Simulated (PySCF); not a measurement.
**Electron correlation in Zn (zinc, neutral)**

[Ar] 3d9 4s2 5s1, high-spin 3D determinant (an excited configuration). All numbers are calculated (PySCF 2.14, the spin-free X2C one-electron Hamiltonian (Gaussian nucleus), in aug-cc-pVTZ-DK (8s7p5d3f2g, 93 functions)). Frozen: [Ar]; 12 electrons correlated.

MP2 pair energies summed by pair of shells (mhartree):

```csv
pair,energy,share (%)
3d-3d,-340.38,79.4
3d-4s,-55.38,12.9
4s-4s,-26.39,6.2
4s-5s,-4.86,1.1
3d-5s,-1.92,0.4
```

Total MP2 correlation energy: -428.93 mhartree.

Same-spin part -149.35 and opposite-spin part -279.58 mhartree; SCS-MP2 scales them by 1/3 and 6/5 to -385.28 mhartree.
